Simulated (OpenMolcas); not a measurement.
**2s² 2p² along the 6-electron sequence**

```yaml
Program: OpenMolcas
Method: CASSCF
Basis: ANO-RCC-VTZP
Scalar_Hamiltonian: DKH2, point nucleus
Spin-orbit_coupling: state interaction with AMFI integrals over the reference wave functions, term energies averaged over their components
```

Active space for each ion: 4 electrons in 8 orbitals (2s 2p 3s 3p).

Computed levels in cm-1 above ³P₀:

```csv
Level,N+,O2+,F3+,Ne4+
³P₁,45.5,109,223,402
³P₂,135,323,651,1158
¹D₂,17611,22867,27976,32910
¹S₀,29324,39697,49837,59483
weight of ³P in the lowest level (%),100,100,100,100
```

Measured, with the error of the calculation in %. Measured levels: N+ from NIST Handbook of Basic Atomic Spectroscopic Data; O2+ from Moore, Selected Tables of Atomic Spectra, NSRDS-NBS 3, section 11; F3+ from Moore, Atomic Energy Levels, vol. I, NSRDS-NBS 35 (1971 reprint of NBS Circular 467, 1949); Ne4+ from NIST levels in Podobedova, Fuhr, Reader and Wiese, J. Phys. Chem. Ref. Data 33, 525 (2004).

```tsv
Level	N+	O2+	F3+	Ne4+
³P₁	48.7 (-6.4)	113 (-3.3)	225 (-0.9)	412 (-2.5)
³P₂	131 (+3.4)		613 (+6.2)	1110 (+4.3)
¹D₂	15316 (+15.0)	20273 (+12.8)	25241 (+10.8)	30292 (+8.6)
¹S₀	32689 (-10.3)	43186 (-8.1)	53544 (-6.9)	63914 (-6.9)
```

The fine-structure level ³P₂ changes by a factor of 8.58 from N+ to Ne4+. Its fourth root runs 3.41, 4.24, 5.05, 5.83, with steps per unit of Z of 0.83, 0.81, 0.78; equal steps would mean a (Z - σ)^4 law with constant σ.

¹D₂ changes by a factor of 1.87 over the same range, with steps per unit of Z of +5260, +5110, +4930 cm-1.

Without dynamic correlation excited terms often stand tens of per cent too high (terms of higher spin than the ground term too low), and those without a measured partner can miss by more than the paired ones (holds for N+). The run also gave levels led by 2s² 2p 3s, which use shells meant for correlation; these and all levels above them are left out (holds for N+). Active for correlation alone: 3p 3s; no level in the range computed is led by a configuration that fills them, so any true level of that kind is missing (holds for O2+; F3+; Ne4+). Measured partners are found by configuration, term and J. A level has none where our copy of the source lacks it or the pairing is in doubt (some pairs that miss far off the trend of their configuration count as doubtful), and it then counts in no deviation. Only configurations of the active space appear.
